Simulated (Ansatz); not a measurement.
Geometry optimisation, RHF/def2-mTZVP in Ansatz.

Input file:

```yaml
crystal:
  periodic: [false, false, false]
  atoms:
    - { symbol: C, position_ang: [-0.0558, -2.0278, 1.5308] }
    - { symbol: C, position_ang: [0.1912, -0.5467, 1.926] }
    - { symbol: B, position_ang: [0.7715, 0.295, 0.6995] }
    - { symbol: C, position_ang: [0.0113, 0.6328, -0.5501] }
    - { symbol: "N", position_ang: [0.4418, 1.3101, -1.5215] }
    - { symbol: C, position_ang: [-0.3194, 1.6625, -2.6869] }
    - { symbol: H, position_ang: [-0.4782, -2.5358, 2.3971] }
    - { symbol: H, position_ang: [-0.8251, -1.9936, 0.7016] }
    - { symbol: H, position_ang: [0.8262, -2.4736, 1.2161] }
    - { symbol: H, position_ang: [-0.7358, -0.0513, 2.2993] }
    - { symbol: H, position_ang: [0.9163, -0.5459, 2.7837] }
    - { symbol: H, position_ang: [1.9229, 0.7281, 0.8123] }
    - { symbol: H, position_ang: [1.38089, 1.42853, -1.09059] }
    - { symbol: H, position_ang: [0.2881, 2.26, -3.3522] }
    - { symbol: H, position_ang: [-1.2174, 2.2264, -2.4059] }
    - { symbol: H, position_ang: [-0.6256, 0.7524, -3.1911] }
basis:
  gaussian: { orbitals: def2-mTZVP }
hamiltonian:
  xc: hf
relax:
  f_tol: 0.02
  max_steps: 50
output:
  orbitals: {}
```

Launched with:

```bash
$ ansatz run input.yaml --threads 2 --pin off --max-ram 3072MiB --backend cpu --events-out ev --progress --plain --runs-dir out
```

Question: Where does it end, and by what steps?

Answer: The forces met the threshold. After 24 steps the energy has fallen by 2.749 eV; H12 moved furthest, 1.57 Å.

```json
{"step": "0", "energy less start (eV)": "0.0000", "largest force component (eV/Å)": "6.496", "accepted": "yes"}
{"step": "1", "energy less start (eV)": "-1.2884", "largest force component (eV/Å)": "3.069", "accepted": "yes"}
{"step": "2", "energy less start (eV)": "-1.6483", "largest force component (eV/Å)": "1.440", "accepted": "yes"}
{"step": "3", "energy less start (eV)": "-1.5907", "largest force component (eV/Å)": "1.464", "accepted": "no"}
{"step": "4", "energy less start (eV)": "-1.7662", "largest force component (eV/Å)": "0.140", "accepted": "yes"}
{"step": "5", "energy less start (eV)": "-1.7977", "largest force component (eV/Å)": "0.315", "accepted": "yes"}
{"step": "6", "energy less start (eV)": "-1.8632", "largest force component (eV/Å)": "0.427", "accepted": "yes"}
{"step": "7", "energy less start (eV)": "-1.9853", "largest force component (eV/Å)": "0.827", "accepted": "yes"}
{"step": "8", "energy less start (eV)": "-2.1413", "largest force component (eV/Å)": "1.109", "accepted": "yes"}
{"step": "9", "energy less start (eV)": "-2.3108", "largest force component (eV/Å)": "1.209", "accepted": "yes"}
{"step": "10", "energy less start (eV)": "-2.4523", "largest force component (eV/Å)": "0.942", "accepted": "yes"}
{"step": "11", "energy less start (eV)": "-2.5558", "largest force component (eV/Å)": "0.636", "accepted": "yes"}
{"step": "12", "energy less start (eV)": "-2.6155", "largest force component (eV/Å)": "1.364", "accepted": "yes"}
{"step": "13", "energy less start (eV)": "-2.6203", "largest force component (eV/Å)": "1.270", "accepted": "yes"}
{"step": "14", "energy less start (eV)": "-2.6786", "largest force component (eV/Å)": "1.091", "accepted": "yes"}
{"step": "15", "energy less start (eV)": "-2.5926", "largest force component (eV/Å)": "1.402", "accepted": "no"}
{"step": "16", "energy less start (eV)": "-2.7311", "largest force component (eV/Å)": "0.183", "accepted": "yes"}
{"step": "17", "energy less start (eV)": "-2.7366", "largest force component (eV/Å)": "0.195", "accepted": "yes"}
{"step": "18", "energy less start (eV)": "-2.7426", "largest force component (eV/Å)": "0.187", "accepted": "yes"}
{"step": "19", "energy less start (eV)": "-2.7458", "largest force component (eV/Å)": "0.130", "accepted": "yes"}
{"step": "20", "energy less start (eV)": "-2.7476", "largest force component (eV/Å)": "0.086", "accepted": "yes"}
{"step": "21", "energy less start (eV)": "-2.7486", "largest force component (eV/Å)": "0.080", "accepted": "yes"}
{"step": "22", "energy less start (eV)": "-2.7486", "largest force component (eV/Å)": "0.053", "accepted": "yes"}
{"step": "23", "energy less start (eV)": "-2.7488", "largest force component (eV/Å)": "0.028", "accepted": "yes"}
{"step": "24", "energy less start (eV)": "-2.7489", "largest force component (eV/Å)": "0.010", "accepted": "yes"}
```

```xyz
16
Properties=species:S:1:pos:R:3
C -0.201 -1.732 1.179
C 0.246 -0.492 1.954
B 0.717 0.765 1.093
C 0.745 0.803 -0.324
N 0.779 0.867 -1.589
C -0.307 1.324 -2.455
H -0.504 -2.534 1.844
H -1.044 -1.512 0.532
H 0.599 -2.115 0.553
H -0.560 -0.168 2.610
H 1.058 -0.761 2.627
H 1.082 1.773 1.621
H 1.611 0.592 -2.077
H 0.015 2.181 -3.032
H -1.144 1.598 -1.835
H -0.599 0.533 -3.133
```

Time of the run: 48 s on 2 threads of Intel(R) Xeon(R) 6975P-C (Granite Rapids), on a shared host, peak memory 0.37 GiB.
